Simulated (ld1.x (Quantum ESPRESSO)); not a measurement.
## Before and after: ultrasoft potential for F (Z = 9)

ld1.x (Quantum ESPRESSO) 7.5 input, shortened:

```
&input
   title='F', zed=9., rel=0, dft='PW91', iswitch=3,
   config='[He] 2s1 2p6 3d-2'
 /
 &inputp
   pseudotype=3, tm=.true., lloc=-2, rcloc=1.05,
   nlcc=.false.
 /
6
2S  1  0   1.00   0.00  0.45  0.60  0.0
2S  1  0   0.00  -1.90  0.45  0.60  0.0
2P  2  1   6.00   0.00  1.20  1.65  0.0
2P  2  1   0.00   0.55  1.20  1.65  0.0
3D  3  2  -2.00  -0.10  1.40  1.90  0.0
3D  3  2  -2.00   1.15  1.40  1.90  0.0
 &test
   configts(1)='2s1 2p6'
 /
```

All-electron outer shells of the reference configuration (PW91, non-relativistic, ld1.x):

| shell | level (eV) | outermost node (bohr) | outermost maximum (bohr) |
| --- | --- | --- | --- |
| 2s | -30.34 | 0.24 | 0.76 |
| 2p | -11.63 | – | 0.71 |

Change: type TM semilocal; waves now 2s (bound): rc 0.60 bohr; 2p (bound): rc 1.65 bohr; 3d channel at -0.1 Ry: rc 1.90 bohr; local potential the d channel.

Cutoffs: the cutoffs (Ry, on a coarse ladder) from which the occupation-weighted sum of valence levels, in a spherical-Bessel basis at the reference potential, stays within 10 and 1 mRy of its value at 400 Ry; they do not see the model core or the augmentation charge, which bear on the density cutoff. Errors are all-electron minus pseudo energies relative to the spin-unpolarised reference configuration.

Question: Predict the effect on cutoff, ghosts and configuration errors.

Answer: The potential gets harder (90 Ry and 120 Ry → 100 Ry and 230 Ry); of the 7 tests that both files solve, the error grows in 3 and shrinks in 3 by more than 15 % and 0.3 meV (median size 115.6 → 68.4 meV); the range in which the p phases agree narrows (upper end at the end of the scan → 1.1); neither file shows a bound ghost. A semilocal file is local in each channel, so a ghost entry of none says nothing of the separable form that plane-wave codes build from it. Several settings change at once here, so the effects cannot be laid on one of them.

```csv
quantity,base,changed
"cutoff, loose",90 Ry,100 Ry
"cutoff, tight",120 Ry,230 Ry
loose cutoff by channel (10 mRy a level),"s 90 Ry, p 21 Ry","s 90 Ry, p 50 Ry"
bound ghosts,none,none
"error for 2s2 2p5, meV [ΔE -18.68 eV]",+87,+5.9
"error for 2s2 2p4, meV [ΔE 0.83 eV]",+165,+168
"error for 2s2 2p3, meV [ΔE 39.35 eV]",+378,+666
"error for 2s2 2p4.5, meV [ΔE -11.08 eV]",+116,+68
"error for 2s1 2p5, meV [ΔE 19.78 eV]",+8.2,-27
"error for 2s2 2p2, meV [ΔE 100.14 eV]",+892,+2092
"error for 2s2 2p5.3, meV [ΔE -21.38 eV]",+78,-23
s: phases at 2.06 bohr within 0.05 rad from the reference energy up to (Ry; the scan ends near 5),to the end of the scan,to the end of the scan
p: phases at 2.06 bohr within 0.05 rad from the reference energy up to (Ry; the scan ends near 5),to the end of the scan,1.1
d: phases at 2.06 bohr within 0.05 rad from the reference energy up to (Ry; the scan ends near 5),to the end of the scan,to the end of the scan
```
